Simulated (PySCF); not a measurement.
C9H8O2Si.
Geometry (PBE0-D3(BJ)/def2-SVP, Å), atoms numbered from 1 in this order:
```
atom  x, y, z in Å
O1     3.5119    0.3427   -0.8112
C2     2.4926   -0.2782   -0.6360
O3     2.4548   -1.6079   -0.8033
C4     1.2046    0.3519   -0.2256
C5     1.2832    1.7398   -0.0167
C6     0.1768    2.4812    0.3664
C7    -1.0524    1.8399    0.5494
C8    -1.1602    0.4703    0.3486
C9    -0.0327   -0.2996   -0.0418
C10   -0.3249   -1.7421   -0.2125
C11   -1.5889   -2.1604    0.0153
Si12  -2.6298   -0.6913    0.5022
H13    3.3530   -1.8633   -1.0644
H14    2.2544    2.2142   -0.1683
H15    0.2675    3.5582    0.5232
H16   -1.9265    2.4240    0.8510
H17    0.4774   -2.4155   -0.5130
H18   -1.8634   -3.2114   -0.0961
H19   -3.7446   -0.3752   -0.4426
H20   -3.1956   -0.7576    1.8844
```

Computed with PySCF at PBE0/pcSseg-1, non-relativistic, on one gas-phase PBE0-D3(BJ)/def2-SVP geometry that isn't relaxed in the solvent. The solvent is an IEF-PCM continuum (Bondi radii, 1.10 Å for H, scaled by 1.2). Only the electrostatic response of the medium enters.

Gas phase at PBE0/pcSseg-1: HOMO -6.94 eV, LUMO -1.89 eV, dipole 1.51 D.

**Question.** What does the continuum do to the energy, the frontier levels and the dipole at PBE0/pcSseg-1 in acetonitrile and dimethylsulfoxide?

**Answer.** 
```
          solvent      ε  E(solvent) − E(gas) (kJ/mol)  polarisation term (kJ/mol)  distortion of the solute (kJ/mol)  HOMO (eV)  LUMO (eV)  dipole (D)
     acetonitrile  35.69                        -28.60                      -32.13                               3.53      -6.93      -1.90        2.15
dimethylsulfoxide  46.83                        -28.92                      -32.54                               3.62      -6.94      -1.90        2.16
```

The first energy column is the sum of the next two and covers electrostatics alone. From acetonitrile to dimethylsulfoxide the lowering changes by a factor 1.01, Onsager's factor (ε − 1)/(2ε + 1) by 1.01 and ε itself by 1.3.

**Question.** Which radius a makes the point-dipole formula ΔE = −[(ε − 1)/(2ε + 1)]·μ²/a³ give the value in dimethylsulfoxide, with the gas-phase dipole?

**Answer.** μ = 0.593 au and |ΔE| = 0.01102 Eh give a = 1.32 Å; the farthest nucleus lies 3.98 Å from the centroid of the nuclei, so such a sphere wouldn't even hold the nuclei. The formula assumes a rigid point dipole at the centre of a sphere.

**Question.** Give the dipole vector in the frame of the coordinates (D, pointing from negative to positive charge), gas and dimethylsulfoxide.

**Answer.** Gas (-1.30, -0.72, 0.23), solvent (-1.93, -0.90, 0.36). Its length changes by +43 % and its direction by 4°.

**Question.** Which Hirshfeld charges (PBE0/pcSseg-1) respond most in acetonitrile (means over atoms taken as equivalent)?

**Answer.** 
```
atoms                  environment  gas (e)  solvent (e)  change
   O1         acid carbonyl oxygen   -0.264       -0.293  -0.029
  H13                  acid proton   +0.186       +0.202  +0.016
  H16            aromatic hydrogen   +0.054       +0.065  +0.011
  H15            aromatic hydrogen   +0.055       +0.064  +0.009
  H18             vinylic hydrogen   +0.050       +0.057  +0.007
   C5           aromatic CH carbon   -0.034       -0.041  -0.007
   C4  substituted aromatic carbon   -0.025       -0.032  -0.007
  C10             alkene CH carbon   -0.042       -0.048  -0.006
   O3         acid hydroxyl oxygen   -0.147       -0.141  +0.006
   C9  substituted aromatic carbon   +0.006        0.000  -0.006
   C8  substituted aromatic carbon   -0.096       -0.099  -0.003
 Si12                 SiH2 silicon   +0.327       +0.330  +0.003
```

**Question.** How do the nuclear quadrupole coupling constants eQVzz/h respond in acetonitrile?

**Answer.** 
```tsv
nucleus	Q (barn)	gas (MHz)	solvent (MHz)	η gas	η solvent
17O at O1	-0.0256	9.30	9.15	0.08	0.01
17O at O3	-0.0256	-9.52	-9.15	0.56	0.53
```
